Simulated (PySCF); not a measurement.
PySCF input for Bi(Cl)3 cation (BiCl₃), SMILES [Bi]([Cl])([Cl])[Cl] (connectivity only; charge and spin as stated), charge +1, multiplicity 2, TDA-PBE/def2-SVPD. Geometry optimised at PBE0-D3(BJ)/def2-SVP. A frequency run showed that this geometry is not a minimum. The spin state was assumed, not searched. The isomer is the one that the SMILES or the coordinates give; other isomers of the formula were not compared. The def2 effective core potentials stand for the cores of Bi; spin–orbit coupling is left out.

```python
import numpy as np
from pyscf import gto, scf, dft, tdscf

mol = gto.M(
    atom='''
    Bi   -0.00000000    0.00000000    0.54663677
    Cl    1.75545571    1.01351283   -0.88962454
    Cl    0.00000001   -2.02702565   -0.88962454
    Cl   -1.75545570    1.01351282   -0.88962455
    ''',
    basis='def2-SVPD',
    ecp={'Bi': 'def2-svp'},
    charge=1,
    spin=1,
    max_memory=1600,
    verbose=4,
)
mf = dft.UKS(mol, xc='pbe').density_fit(auxbasis='def2-universal-jkfit')
mf.grids.level = 3
mf.conv_tol = 1e-9
mf.max_cycle = 100
mf.kernel()
fine, coarse = mf.grids, dft.Grids(mol).set(level=1).build(with_non0tab=True)
for _ in range(3):  # follow internal instabilities
    mf.grids = coarse
    mo, _, stable, _ = mf.stability(return_status=True, nroots=4)
    mf.grids = fine
    if stable:
        break
    mf.kernel(mf.make_rdm1(mo, mf.mo_occ))
mf.grids = dft.Grids(mol).set(level=1).build(with_non0tab=True)  # coarser grid for the response kernel
td = tdscf.TDA(mf)
td.nstates = 10
td.conv_tol = 1e-4
td.positive_eig_threshold = 1e-6
td.kernel(x0=td.get_init_guess(mf, 15))
td.analyze(verbose=3)
```

It prints:

```
PySCF version 2.14.0

[INPUT] verbose = 4
[INPUT] num. atoms = 4
[INPUT] num. electrons = 73
[INPUT] charge = 1
[INPUT] spin (= nelec alpha-beta = 2S) = 1
[INPUT] symmetry False subgroup None
[INPUT] Mole.unit = angstrom
[INPUT] Symbol           X                Y                Z      unit          X                Y                Z       unit  Magmom
[INPUT]  1 Bi     0.000000000000   0.000000000000   0.546636770000 AA    0.000000000000   0.000000000000   1.032993784917 Bohr   0.0
[INPUT]  2 Cl     1.755455710000   1.013512830000  -0.889624540000 AA    3.317330515704   1.915261672433  -1.681146734292 Bohr   0.0
[INPUT]  3 Cl     0.000000010000  -2.027025650000  -0.889624540000 AA    0.000000018897  -3.830523325968  -1.681146734292 Bohr   0.0
[INPUT]  4 Cl    -1.755455700000   1.013512820000  -0.889624550000 AA   -3.317330496807   1.915261653536  -1.681146753189 Bohr   0.0

nuclear repulsion = 380.537779568276
number of shells = 45
number of NR pGTOs = 202
number of NR cGTOs = 113
basis = def2-SVPD
ecp = {'Bi': 'def2-svp'}


[settings echo left out]
init E= -1567.84501000685
  alpha nocc = 37  HOMO = -0.641781627700812  LUMO = -0.609770045367521
  beta  nocc = 36  HOMO = -0.649281249493097  LUMO = -0.64178162770081

WARN: HOMO -0.641781627700812 >= LUMO -0.64178162770081

cycle= 1 E= -1591.27609291637  delta_E= -23.4  |g|= 2.11  |ddm|=   10
  alpha nocc = 37  HOMO = -0.136238048572091  LUMO = -0.127355465628152

WARN: beta  nocc = 36  HOMO -0.134949171892989 >= LUMO -0.134948424326382


WARN: HOMO -0.134949171892989 >= LUMO -0.134948424326382

cycle= 2 E= -1562.83493387712  delta_E= 28.4  |g|= 6.87  |ddm|=  8.3
  alpha nocc = 37  HOMO = -0.493333174539558  LUMO = -0.221239821397302
  beta  nocc = 36  HOMO = -0.599882091878894  LUMO = -0.488892552484565
  HOMO = -0.49333317454  LUMO = -0.488892552485  gap/eV = 0.12084
cycle= 3 E= -1592.79071503869  delta_E=  -30  |g|= 1.25  |ddm|=  5.2
  alpha nocc = 37  HOMO = -0.409295945881259  LUMO = -0.286301915743958
  beta  nocc = 36  HOMO = -0.404863598359373  LUMO = -0.402315018034299
  HOMO = -0.404863598359  LUMO = -0.402315018034  gap/eV = 0.06935
cycle= 4 E= -1593.82110545918  delta_E= -1.03  |g|= 0.577  |ddm|= 2.56
  alpha nocc = 37  HOMO = -0.496116195281104  LUMO = -0.322174125061891
  beta  nocc = 36  HOMO = -0.495497003847899  LUMO = -0.490242537654204
  HOMO = -0.495497003848  LUMO = -0.490242537654  gap/eV = 0.14298
cycle= 5 E= -1593.9847215395  delta_E= -0.164  |g|= 0.226  |ddm|= 1.29
  alpha nocc = 37  HOMO = -0.429674893681887  LUMO = -0.323673995363344

WARN: beta  nocc = 36  HOMO -0.428161169040194 >= LUMO -0.427322860213706


WARN: HOMO -0.428161169040194 >= LUMO -0.427322860213706

cycle= 6 E= -1593.70208069262  delta_E= 0.283  |g|= 0.608  |ddm|= 1.26
  alpha nocc = 37  HOMO = -0.480488567961006  LUMO = -0.318284268071806

WARN: beta  nocc = 36  HOMO -0.472044764748928 >= LUMO -0.471922597671117


WARN: HOMO -0.472044764748928 >= LUMO -0.471922597671117

cycle= 7 E= -1593.96121101102  delta_E= -0.259  |g|= 0.263  |ddm|= 0.585
  alpha nocc = 37  HOMO = -0.485761389004331  LUMO = -0.317886879997084
  beta  nocc = 36  HOMO = -0.47901390191977  LUMO = -0.476620930753579
  HOMO = -0.47901390192  LUMO = -0.476620930754  gap/eV = 0.06512
cycle= 8 E= -1594.02340681583  delta_E= -0.0622  |g|= 0.108  |ddm|= 1.06
  alpha nocc = 37  HOMO = -0.480468734496015  LUMO = -0.31899332210628
  beta  nocc = 36  HOMO = -0.474074190892008  LUMO = -0.471752886273519
  HOMO = -0.474074190892  LUMO = -0.471752886274  gap/eV = 0.06317
cycle= 9 E= -1593.97205262839  delta_E= 0.0514  |g|= 0.248  |ddm|= 0.992
  alpha nocc = 37  HOMO = -0.491853437303722  LUMO = -0.316663035985435
  beta  nocc = 36  HOMO = -0.480062070689298  LUMO = -0.478269771162056
  HOMO = -0.480062070689  LUMO = -0.478269771162  gap/eV = 0.04877
cycle= 10 E= -1594.03187908289  delta_E= -0.0598  |g|= 0.056  |ddm|= 0.88
  alpha nocc = 37  HOMO = -0.491320525479497  LUMO = -0.317093731800241

WARN: beta  nocc = 36  HOMO -0.479591484720949 >= LUMO -0.47922474695068


WARN: HOMO -0.479591484720949 >= LUMO -0.47922474695068

cycle= 11 E= -1594.03093578864  delta_E= 0.000943  |g|= 0.0667  |ddm|= 0.501
  alpha nocc = 37  HOMO = -0.48943082507624  LUMO = -0.317102628425764
  beta  nocc = 36  HOMO = -0.479945214162366  LUMO = -0.478704012667988
  HOMO = -0.479945214162  LUMO = -0.478704012668  gap/eV = 0.03377
cycle= 12 E= -1594.03167872715  delta_E= -0.000743  |g|= 0.0593  |ddm|= 0.41
  alpha nocc = 37  HOMO = -0.488463451302793  LUMO = -0.318018201410775
  beta  nocc = 36  HOMO = -0.480093121390815  LUMO = -0.478569573645199
  HOMO = -0.480093121391  LUMO = -0.478569573645  gap/eV = 0.04146
cycle= 13 E= -1594.03520030671  delta_E= -0.00352  |g|= 0.0106  |ddm|= 0.287
  alpha nocc = 37  HOMO = -0.488128746527154  LUMO = -0.317117733036909
  beta  nocc = 36  HOMO = -0.480920606702424  LUMO = -0.479197974759639
  HOMO = -0.480920606702  LUMO = -0.47919797476  gap/eV = 0.04688
cycle= 14 E= -1594.03505421866  delta_E= 0.000146  |g|= 0.0156  |ddm|= 0.0715
  alpha nocc = 37  HOMO = -0.487760633878823  LUMO = -0.317586968967876
  beta  nocc = 36  HOMO = -0.480785732239829  LUMO = -0.4788903217759
  HOMO = -0.48078573224  LUMO = -0.478890321776  gap/eV = 0.05158
cycle= 15 E= -1594.03523217325  delta_E= -0.000178  |g|= 0.00767  |ddm|= 0.0324
  alpha nocc = 37  HOMO = -0.487822084650888  LUMO = -0.31748837658968
  beta  nocc = 36  HOMO = -0.480812246348096  LUMO = -0.478923731053099
  HOMO = -0.480812246348  LUMO = -0.478923731053  gap/eV = 0.05139
cycle= 16 E= -1594.03526501873  delta_E= -3.28e-05  |g|= 0.00541  |ddm|= 0.05
  alpha nocc = 37  HOMO = -0.487956575056072  LUMO = -0.317503428060687
  beta  nocc = 36  HOMO = -0.48088067448316  LUMO = -0.478943362993104
  HOMO = -0.480880674483  LUMO = -0.478943362993  gap/eV = 0.05272
cycle= 17 E= -1594.03528770597  delta_E= -2.27e-05  |g|= 0.00264  |ddm|= 0.012
  alpha nocc = 37  HOMO = -0.487927175785441  LUMO = -0.317490164225708
  beta  nocc = 36  HOMO = -0.480849320239886  LUMO = -0.478905289318876
  HOMO = -0.48084932024  LUMO = -0.478905289319  gap/eV = 0.05290
cycle= 18 E= -1594.03529261667  delta_E= -4.91e-06  |g|= 0.00146  |ddm|= 0.00502
  alpha nocc = 37  HOMO = -0.487944427697146  LUMO = -0.31749136070969
  beta  nocc = 36  HOMO = -0.480866546437458  LUMO = -0.478914167114514
  HOMO = -0.480866546437  LUMO = -0.478914167115  gap/eV = 0.05313
cycle= 19 E= -1594.03529478117  delta_E= -2.16e-06  |g|= 0.000117  |ddm|= 0.0055
  alpha nocc = 37  HOMO = -0.487942046687599  LUMO = -0.317490019476649
  beta  nocc = 36  HOMO = -0.480864984329699  LUMO = -0.478910187637088
  HOMO = -0.48086498433  LUMO = -0.478910187637  gap/eV = 0.05319
cycle= 20 E= -1594.03529478808  delta_E= -6.91e-09  |g|= 8.45e-05  |ddm|= 0.000737
  alpha nocc = 37  HOMO = -0.487943016553286  LUMO = -0.317489797364722
  beta  nocc = 36  HOMO = -0.480865573526394  LUMO = -0.478910535002203
  HOMO = -0.480865573526  LUMO = -0.478910535002  gap/eV = 0.05320
cycle= 21 E= -1594.03529479274  delta_E= -4.66e-09  |g|= 5.09e-05  |ddm|= 0.000193
  alpha nocc = 37  HOMO = -0.487943386671595  LUMO = -0.317489574526772
  beta  nocc = 36  HOMO = -0.480865410603936  LUMO = -0.478910213760135
  HOMO = -0.480865410604  LUMO = -0.47891021376  gap/eV = 0.05320
cycle= 22 E= -1594.03529479474  delta_E= -2e-09  |g|= 2.49e-05  |ddm|= 0.000145
  alpha nocc = 37  HOMO = -0.487943730417758  LUMO = -0.317489776956197
  beta  nocc = 36  HOMO = -0.480865540980516  LUMO = -0.47891036558374
  HOMO = -0.480865540981  LUMO = -0.478910365584  gap/eV = 0.05320
cycle= 23 E= -1594.03529479512  delta_E= -3.83e-10  |g|= 1.58e-05  |ddm|= 3.49e-05
  alpha nocc = 37  HOMO = -0.487939597198657  LUMO = -0.317490013694851
  beta  nocc = 36  HOMO = -0.480862781849969  LUMO = -0.478910405499136
  HOMO = -0.48086278185  LUMO = -0.478910405499  gap/eV = 0.05313
Extra cycle  E= -1594.03529462061  delta_E= 1.75e-07  |g|= 0.000417  |ddm|= 0.00171
SCF not converged.
SCF energy = -1594.03529462061 after 100 cycles  <S^2> = 0.75233979  2S+1 = 2.0023384
tot grids = 27704
uhf_internal: lowest eigs of H = [0.01035637 0.01090505 0.02048531 0.12038075]
<class 'pyscf.df.df_jk.DFUKS'> wavefunction is stable in the internal stability analysis
tot grids = 27704
Overwritten attributes  positive_eig_threshold  of <class 'pyscf.tdscf.uks.TDA'>


******** <class 'pyscf.tdscf.uks.TDA'> for <class 'pyscf.df.df_jk.DFUKS'> ********
nstates = 10
deg_eia_thresh = 1.000e-03
wfnsym = None
conv_tol = 0.0001
eigh lindep = 1e-12
eigh level_shift = 0
eigh max_cycle = 100

WARN: Ground state SCF is not converged



Excitation energies (eV)
[0.14758819 0.1479338  0.3006127  1.50568624 1.50699682 1.71278284
 2.4176284  2.41854325 4.3573989  4.3905934 ]

** Excitation energies and oscillator strengths **
Excited State   1:      0.14759 eV   8400.69 nm  f=0.0001
Excited State   2:      0.14793 eV   8381.06 nm  f=0.0001
Excited State   3:      0.30061 eV   4124.38 nm  f=0.0000
Excited State   4:      1.50569 eV    823.44 nm  f=0.0380
Excited State   5:      1.50700 eV    822.72 nm  f=0.0380
Excited State   6:      1.71278 eV    723.88 nm  f=0.0000
Excited State   7:      2.41763 eV    512.83 nm  f=0.0276
Excited State   8:      2.41854 eV    512.64 nm  f=0.0278
Excited State   9:      4.35740 eV    284.54 nm  f=0.0003
Excited State  10:      4.39059 eV    282.39 nm  f=0.0001
```

The run did not converge; its last values are not results.
